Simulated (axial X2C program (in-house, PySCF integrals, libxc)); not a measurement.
## Low determinants of MoBr at the PBE0 level, with spin–orbit coupling

Calculated with an in-house relativistic program for diatomic molecules. Two-component (2c) means X2C with spin–orbit coupling and atomic mean-field two-electron Coulomb and Gaunt terms. Basis: Mo dyall-v3z [11s12p9d3f2g], Br dyall-v3z [8s9p6d1f] (cores contracted in-house); Gaussian nuclei, density fitting, unrestricted open shells. Masses: Mo 97.905 u, Br 78.918 u.

Search at 2.440 Å (vertical energies from the lowest determinant):

| ΔE (eV) | state | electrons beyond evenly filled partner blocks | electrons in ±ω = 1/2, 3/2, 5/2, 7/2 |
| --- | --- | --- | --- |
| 0.00 | Ω = 5/2 | ω = 5/2 | 50 22 5 0 |
| 1.45 | Ω = 3/2 | ω = 1/2, ω = -3/2, ω = 5/2 | 51 21 5 0 |
| 1.58 | Ω = 7/2 | 2 × ω = 1/2, ω = 5/2 | 50 22 5 0 |
| 1.58 | Ω = 3/2 | 2 × ω = -1/2, ω = 5/2 | 50 22 5 0 |
| 1.90 | Ω = 1/2 | 2 × ω = 3/2, ω = -5/2 | 50 22 5 0 |
| 1.91 | Ω = 1/2 | ω = -1/2, ω = -3/2, ω = 5/2 | 51 21 5 0 |
| 2.00 | Ω = 3/2 | ω = 1/2, ω = -3/2, ω = 5/2 | 49 23 5 0 |

Lowest determinant, Ω = 5/2 (⟨Sz⟩ = 2.50, ⟨Lz⟩ = 0.00 at PBE0): Re = 2.436 Å, ωe = 264.1 cm⁻¹.

The determinant in row 2 of the search, Ω = 3/2 (⟨Sz⟩ = 2.50, ⟨Lz⟩ = -1.00 at PBE0), was followed along the bond at PBE0; measured from the minimum of the lowest determinant it gives:

Te = 1.437 eV (11591 cm⁻¹), Re = 2.482 Å, ωe = 244.5 cm⁻¹.

(1) Compare the bond of the determinant in row 2 with that of the lowest one.

The search compares states at one distance, so a state with another bond length can lie lower; it is not exhaustive and yields mostly the lowest determinant of each block pattern, so other components and higher states of one pattern are missing. These are energies of single determinants, not of spin-adapted states; PBE0 term energies can be off by some tenths of an eV, and the functional has no current term.

Results:

(1) At PBE0 its Re is 0.046 Å longer and its force constant, which goes as ωe², is 0.86 times that of the lowest determinant. T0 ≈ Te + Δωe/2 = 11591 + (-10) = 11581 cm⁻¹.
